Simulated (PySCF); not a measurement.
Si(H)2(OH)(OSiH3) (H₆O₂Si₂), SMILES O([SiH3])[SiH2]O.

Coordinates come from a PBE-D3(BJ)/def2-SVP optimisation. One conformer was computed; it need not be the lowest.

Computed with PySCF with TDDFT-CAM-B3LYP/def2-SVPD.

Vertical excitations. The molecule is in vacuum.

| state | energy (eV) | λ (nm) | f | main pairs |
|---|---|---|---|---|
| S1 | 7.56 | 164 | 0.003 | HOMO→LUMO 52 %, HOMO→LUMO+1 15 %, HOMO−1→LUMO 13 %, HOMO−1→LUMO+1 9 % |
| S2 | 7.66 | 162 | 0.001 | HOMO−1→LUMO 45 %, HOMO−1→LUMO+1 26 %, HOMO→LUMO 17 % |
| S3 | 7.85 | 158 | 0.011 | HOMO−2→LUMO 48 %, HOMO→LUMO+1 29 % |
| S4 | 8.15 | 152 | 0.037 | HOMO−3→LUMO 26 %, HOMO−1→LUMO+1 23 %, HOMO→LUMO+1 13 %, HOMO−1→LUMO 9 % |
| S5 | 8.40 | 148 | 0.007 | HOMO−2→LUMO 21 %, HOMO→LUMO+1 19 %, HOMO−2→LUMO+1 13 %, HOMO−1→LUMO+1 8 % |
| S6 | 8.50 | 146 | 0.014 | HOMO−2→LUMO+1 28 %, HOMO−1→LUMO+1 17 %, HOMO−1→LUMO 11 %, HOMO−3→LUMO 8 % |
| S7 | 8.75 | 142 | 0.083 | HOMO→LUMO+2 55 %, HOMO→LUMO+3 11 % |
| S8 | 8.80 | 141 | 0.097 | HOMO−1→LUMO+2 70 % |
| S9 | 8.97 | 138 | 0.015 | HOMO→LUMO+4 27 %, HOMO−1→LUMO+5 15 %, HOMO−2→LUMO+4 9 %, HOMO−4→LUMO 7 % |
| S10 | 9.06 | 137 | 0.011 | HOMO→LUMO+3 50 %, HOMO−2→LUMO+2 15 %, HOMO−3→LUMO 9 % |
| T1 | 7.18 | 173 | 0 | HOMO→LUMO 32 %, HOMO−1→LUMO 20 %, HOMO→LUMO+1 17 %, HOMO−1→LUMO+1 16 % |
| T2 | 7.27 | 171 | 0 | HOMO−1→LUMO 31 %, HOMO−1→LUMO+1 21 %, HOMO→LUMO 21 %, HOMO→LUMO+1 9 % |
| T3 | 7.43 | 167 | 0 | HOMO−2→LUMO 44 %, HOMO→LUMO+1 19 %, HOMO→LUMO 10 % |
| T4 | 7.76 | 160 | 0 | HOMO−3→LUMO 30 %, HOMO−1→LUMO+1 19 %, HOMO−1→LUMO 10 %, HOMO→LUMO+1 8 % |
Triplets are in the Tamm–Dancoff approximation, which puts them higher than full response would, so one can lie above its singlet here.
